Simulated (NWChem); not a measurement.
All runs are NWChem calculations. System: H3Si2, charge 0, spin multiplicity 4, at the geometry of a parent with another charge or spin, in a state set for the comparison that need not be this species' ground state. Its SCF solution wasn't tested for a lower state. Level: UB2PLYP/def2-TZVP, 10 core orbitals frozen.

Job file:

```
start mol
memory heap 200 mb stack 900 mb global 1100 mb
geometry units angstroms nocenter noautoz noautosym
  Si    -0.540541    -1.109861     0.030419
  Si     0.381591     0.975841    -0.032994
  H      0.849532    -1.705489    -0.215605
  H      1.804340     1.346504     0.263560
  H     -0.428558     2.235258    -0.011903
end
basis spherical
  * library def2-tzvp
end
dft
  xc hfexch 0.53 becke88 0.47 lyp 0.73 mp2 0.27
  dftmp2
  odft
  mult 4
  semidirect memsize 60000000 filesize 0
  iterations 100
end
mp2
  freeze core 10
end
task dft energy
```

NWChem printed:

```
             Northwest Computational Chemistry Package (NWChem) 7.3.0
             --------------------------------------------------------

                                NWChem Input Module
                                -------------------

 Scaling coordinates for geometry "geometry" by  1.889725989
 (inverse scale =  0.529177249)

                             Geometry "geometry" -> ""
                             -------------------------

 Output coordinates in angstroms (scale by  1.889725989 to convert to a.u.)

  No.       Tag          Charge          X              Y              Z
 ---- ---------------- ---------- -------------- -------------- --------------
    1 Si                  14.0000    -0.54054100    -1.10986100     0.03041900
    2 Si                  14.0000     0.38159100     0.97584100    -0.03299400
    3 H                    1.0000     0.84953200    -1.70548900    -0.21560500
    4 H                    1.0000     1.80434000     1.34650400     0.26356000
    5 H                    1.0000    -0.42855800     2.23525800    -0.01190300

 Effective nuclear repulsion energy (a.u.)      67.8009874775

            Nuclear Dipole moment (a.u.)
            ----------------------------
        X                 Y               Z
 ---------------- ---------------- ----------------
     0.0000264562    -0.0000132281     0.0000037795


 Summary of "ao basis" -> "" (spherical)
 ------------------------------------------------------------------------------
       Tag                 Description            Shells   Functions and Types
 ---------------- ------------------------------  ------  ---------------------
 *                         def2-tzvp                  on all atoms

  dft_input: which_mp2 not specified, using semidirect MP2 by default.

                                 NWChem DFT Module
                                 -----------------

 Summary of "ao basis" -> "ao basis" (spherical)
 ------------------------------------------------------------------------------
       Tag                 Description            Shells   Functions and Types
 ---------------- ------------------------------  ------  ---------------------
 Si                        def2-tzvp                13       37   5s5p2d1f
 H                         def2-tzvp                 4        6   3s1p

 Summary of "ao basis" -> "ao basis" (spherical)
 ------------------------------------------------------------------------------
       Tag                 Description            Shells   Functions and Types
 ---------------- ------------------------------  ------  ---------------------
 Si                        def2-tzvp                13       37   5s5p2d1f
 H                         def2-tzvp                 4        6   3s1p

            General Information
            -------------------
          SCF calculation type: DFT
          Wavefunction type:  spin polarized.
          No. of atoms     :     5
          No. of electrons :    31
           Alpha electrons :    17
            Beta electrons :    14
          Charge           :     0
          Spin multiplicity:     4
          Use of symmetry is: off; symmetry adaption is: off
          Maximum number of iterations: 100
          AO basis - number of functions:    92
                     number of shells:    38
          Convergence on energy requested:  1.00D-06
          Convergence on density requested:  1.00D-05
          Convergence on gradient requested:  5.00D-04

              XC Information
[...]
 overlap   0.969  0.894  0.881  0.960  0.980  0.982  0.897  0.878  0.980  0.996

   alpha     41     42     43     44     45     46     47     48     49     50
    beta     41     42     43     44     45     46     47     48     49     50
 overlap   0.997  0.998  0.897  0.905  0.973  0.963  0.948  0.934  0.894  0.970

   alpha     51     52     53     54     55     56     57     58     59     60
    beta     51     52     53     54     55     56     58     57     59     60
 overlap   0.987  0.920  0.921  0.973  0.979  0.962  0.836  0.812  0.951  0.989

   alpha     61     62     63     64     65     66     67     68     69     70
    beta     61     62     63     64     65     66     67     68     69     70
 overlap   0.991  0.992  0.958  0.958  0.987  0.990  0.998  0.997  0.999  0.999

   alpha     71     72     73     74     75     76     77     78     79     80
    beta     72     71     73     74     75     76     77     78     79     80
 overlap   0.995  0.995  0.996  0.952  0.956  0.999  0.999  0.999  1.000  1.000

   alpha     81     82     83     84     85     86     87     88     89     90
    beta     81     82     83     84     85     86     87     88     89     90
 overlap   1.000  1.000  1.000  1.000  0.999  0.999  0.997  0.998  0.998  1.000

   alpha     91     92
    beta     91     92
 overlap   1.000  1.000

     --------------------------
     Expectation value of S2:
     --------------------------
      <S2> =      3.7620 (Exact =     3.7500)

 center of mass
 --------------
 x =  -0.07062620 y =  -0.05954967 z =  -0.00114409

 moments of inertia (a.u.)
 ------------------
         253.588976463298         -96.973550407861           1.834703049954
         -96.973550407861          59.039357766873           4.088813011094
           1.834703049954           4.088813011094         311.390452258117

     Multipole analysis of the density
     ---------------------------------

     L   x y z        total         alpha         beta         nuclear
     -   - - -        -----         -----         ----         -------
     0   0 0 0     -0.000000    -17.000000    -14.000000     31.000000

     1   1 0 0     -0.259973      0.663490     -0.923489      0.000026
     1   0 1 0     -0.270290      1.081691     -1.351968     -0.000013
     1   0 0 1      0.074448      0.151462     -0.077017      0.000004

     2   2 0 0    -21.148646    -34.554556    -23.340903     36.746813
     2   1 1 0      0.763079    -28.543791    -19.384274     48.691144
     2   1 0 1      0.090917      0.626184     -0.146124     -0.389144
     2   0 2 0    -22.583832    -92.981489    -73.498177    143.895834
     2   0 1 1      0.337025      1.471740     -0.322590     -0.812126
     2   0 0 2    -23.061731    -17.775512     -5.801473      0.515254

                   NWChem MP2 Semi-direct Energy/Gradient Module
                   ---------------------------------------------

  Basis functions       =     92
  Molecular orbitals    =     92
  Frozen core           =     10
  Frozen virtuals       =      0
  Active alpha occupied =      7
  Active beta occupied  =      4
  Active alpha virtual  =     75
  Active beta virtual   =     78
  Use MO symmetry       = F
  Use skeleton AO sym   = F

  AO/Fock/Back tols     =   1.0D-09  1.0D-09  1.0D-09

 GA uses MA = F    GA memory limited = T

 Available:
  local mem=  4.43D+07
 global mem=  1.44D+08
 local disk=  0.00D+00
  mp2_memr nvloc                    75
  nvloc new                    75
   1 passes of   7:        5242880                      43506                   7486562.
   1 passes of   7: M     44321987           G      144162272           F      39079107.

 Semi-direct pass number   1 of   1  for UHF alpha       at        8.8s
  vrange nnbf                  4186
  mp2_eaftype                    28  avail_ma_in_mb                   386
 EAF : mp2_eaftype filesize          28    3743281.
  mp2_eaf for mointskh                     28
Node 0 wrote     17.6 Mb in      0.0 s     Agg I/O rate:   566.4 Mb/s
 Done moints_semi at       11.8s
  mp2_eaftype                    28  avail_ma_in_mb                   386
 EAF : mp2_eaftype filesize          28    3743281.
  mp2_eaf for kh                    28
 Done maket at       12.0s
 Done multipass loop at       12.0s

 GA uses MA = F    GA memory limited = T

 Available:
  local mem=  4.43D+07
 global mem=  1.44D+08
 local disk=  0.00D+00
  mp2_memr nvloc                    78
  nvloc new                    78
   1 passes of   4:        5242880                      32860                   4455061.
   1 passes of   4: M     44321987           G      144162272           F      39079107.

 Semi-direct pass number   1 of   1  for UHF beta        at       12.0s
  vrange nnbf                  4186
  mp2_eaftype                    16  avail_ma_in_mb                   386
 EAF : mp2_eaftype filesize          16    2227530.
  mp2_eaf for mointskh                     16
Node 0 wrote     10.4 Mb in      0.0 s     Agg I/O rate:  1518.2 Mb/s
 Done moints_semi at       15.0s
  mp2_eaftype                    16  avail_ma_in_mb                   386
 EAF : mp2_eaftype filesize          16    2227530.
  mp2_eaf for kh                    16
 Done maket at       15.1s
 Done multipass loop at       15.1s

          -------------------------------------------
          DFT energy                    -580.305232651694
          Unscaled MP2 energy             -0.226924591443
          Total DFT+MP2 energy          -580.366502291383
          -------------------------------------------

 -----------------------
 Performance information
 -----------------------

 Timer overhead =  1.37D-07 seconds/call

               Nr. of calls         CPU time (s)                 Wall time (s)                GFlops
             ---------------    -------------------     ------------------------------   -------------------
Name         Min   Avg   Max    Min     Avg     Max     Min     Avg     Max   Mx/calls   Min     Max     Sum
mp2: moin     2     2     2    6.0     6.0     6.0      6.0     6.0     6.0     3.0      0.0     0.0     0.0
mp2: make     2     2     2   0.22    0.22    0.22     0.22    0.22    0.22    0.11      0.0     0.0     0.0
mp2: tota     1     1     1    6.3     6.3     6.3      6.3     6.3     6.3     6.3      0.0     0.0     0.0

 The average no. of pstat calls per process was 5.00D+00
 with a timing overhead of 6.83D-07s

 Task  times  cpu:       15.1s     wall:       15.1s

 Total times  cpu:       15.1s     wall:       15.1s
```
